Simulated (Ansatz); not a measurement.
Geometry optimisation, RKS B3LYP/def2-SVP (Ansatz).

input.yaml

```yaml
crystal:
  periodic: [false, false, false]
  atoms:
    - { symbol: Al, position_ang: [0.919194, 0.13705, 1.499102] }
    - { symbol: "N", position_ang: [-1.931796, 1.145184, 0.435949] }
    - { symbol: H, position_ang: [1.436109, 1.501812, 2.106568] }
    - { symbol: H, position_ang: [0.513176, -1.157381, 2.311114] }
    - { symbol: H, position_ang: [-1.207247, 0.867616, -0.233409] }
    - { symbol: "N", position_ang: [0.94175, -0.011092, -0.369987] }
    - { symbol: C, position_ang: [0.777856, -1.213325, -1.171639] }
    - { symbol: H, position_ang: [-2.204118, 2.105628, 0.225289] }
    - { symbol: H, position_ang: [-2.749946, 0.55467, 0.281003] }
    - { symbol: H, position_ang: [1.331322, 0.759202, -0.910241] }
    - { symbol: H, position_ang: [1.726377, -1.585829, -1.606621] }
    - { symbol: H, position_ang: [0.372731, -2.030087, -0.551402] }
    - { symbol: H, position_ang: [0.074693, -1.073548, -2.015726] }
basis:
  gaussian: { orbitals: def2-SVP }
hamiltonian:
  xc: b3lyp
relax:
  f_tol: 0.03
  max_steps: 50
```

Run as:

```bash
$ ansatz run input.yaml --threads 2 --pin off --max-ram 3072MiB --backend cpu --events-out ev --progress --plain --runs-dir out
```

Task: Where does it end, and by what steps?

Result: It converged. The force dipped under the threshold on the way, but the program's further checks kept it going. After 26 steps the energy has fallen by 0.823 eV; H8 moved furthest, 1.40 Å. Joined: Al1–N2.

```
step  energy less start (eV)  largest force component (eV/Å)  accepted
   0                  0.0000                           1.481       yes
   1                 -0.1912                           0.866       yes
   2                 -0.3830                           1.283       yes
   3                 -0.6023                           1.262       yes
   4                 -0.7211                           0.841       yes
   5                 -0.7669                           0.378       yes
   6                 -0.8018                           0.291       yes
   7                 -0.7280                           0.355        no
   8                 -0.8115                           0.077       yes
   9                 -0.8124                           0.036       yes
  10                 -0.8132                           0.051       yes
  11                 -0.8142                           0.021       yes
  12                 -0.8110                           0.362        no
  13                 -0.8149                           0.053       yes
  14                 -0.8128                           0.297        no
  15                 -0.8150                           0.041       yes
  16                 -0.8163                           0.068       yes
  17                 -0.8169                           0.126       yes
  18                 -0.8177                           0.106       yes
  19                 -0.8189                           0.108       yes
  20                 -0.8195                           0.153       yes
  21                 -0.8207                           0.096       yes
  22                 -0.8218                           0.007       yes
  23                 -0.8222                           0.086       yes
  24                 -0.8227                           0.044       yes
  25                 -0.8231                           0.017       yes
  26                 -0.8232                           0.030       yes
```

```xyz
13
Properties=species:S:1:pos:R:3
Al 0.337 0.416 1.039
N -1.610 1.119 0.647
H 0.945 1.797 1.581
H -0.077 -0.762 2.043
H -1.600 1.842 -0.078
N 0.983 -0.099 -0.576
C 0.940 -1.399 -1.213
H -2.040 1.526 1.483
H -2.226 0.369 0.320
H 1.585 0.546 -1.082
H 1.942 -1.852 -1.363
H 0.371 -2.110 -0.590
H 0.449 -1.392 -2.211
```

Time of the run: 49 s on 2 threads of AMD EPYC 7R13 Processor (Zen 3) (shared host), peak memory 0.23 GiB.
